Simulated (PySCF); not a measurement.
**Ti⁺ (titanium, charge +1) across methods**

[Ar] 3d2 4s1, high-spin 4F determinant. Calculation: PySCF 2.14, in aug-cc-pwCVTZ-DK; scalar relativity by spin-free X2C-1e.

```json
{"method": "PBE", "E (hartree)": "-853.245", "mean ε 3p β (eV)": "-44.889", "mean ε 3d α (eV)": "-12.510", "mean ε 4s α (eV)": "-10.877", "Σ⟨r²⟩ (bohr²)": "28.71", "⟨S²⟩": "3.750"}
{"method": "B97-3", "E (hartree)": "-853.363", "mean ε 3p β (eV)": "-47.596", "mean ε 3d α (eV)": "-14.262", "mean ε 4s α (eV)": "-11.372", "Σ⟨r²⟩ (bohr²)": "28.61", "⟨S²⟩": "3.751"}
{"method": "UHF", "E (hartree)": "-852.54444", "mean ε 3p β (eV)": "-53.833", "mean ε 3d α (eV)": "-19.238", "mean ε 4s α (eV)": "-13.031", "Σ⟨r²⟩ (bohr²)": "29.09", "⟨S²⟩": "3.753"}
{"method": "LDA", "E (hartree)": "-851.368", "mean ε 3p β (eV)": "-44.990", "mean ε 3d α (eV)": "-12.473", "mean ε 4s α (eV)": "-11.094", "Σ⟨r²⟩ (bohr²)": "28.56", "⟨S²⟩": "3.750"}
{"method": "M06-L", "E (hartree)": "-853.398", "mean ε 3p β (eV)": "-45.765", "mean ε 3d α (eV)": "-12.397", "mean ε 4s α (eV)": "-10.745", "Σ⟨r²⟩ (bohr²)": "28.38", "⟨S²⟩": "3.751"}
{"method": "PBE0", "E (hartree)": "-853.278", "mean ε 3p β (eV)": "-47.435", "mean ε 3d α (eV)": "-14.291", "mean ε 4s α (eV)": "-11.509", "Σ⟨r²⟩ (bohr²)": "28.64", "⟨S²⟩": "3.751"}
{"method": "PBEsol", "E (hartree)": "-852.268", "mean ε 3p β (eV)": "-44.847", "mean ε 3d α (eV)": "-12.423", "mean ε 4s α (eV)": "-10.913", "Σ⟨r²⟩ (bohr²)": "28.63", "⟨S²⟩": "3.750"}
{"method": "r2SCAN", "E (hartree)": "-853.436", "mean ε 3p β (eV)": "-45.702", "mean ε 3d α (eV)": "-12.959", "mean ε 4s α (eV)": "-11.040", "Σ⟨r²⟩ (bohr²)": "28.58", "⟨S²⟩": "3.751"}
```
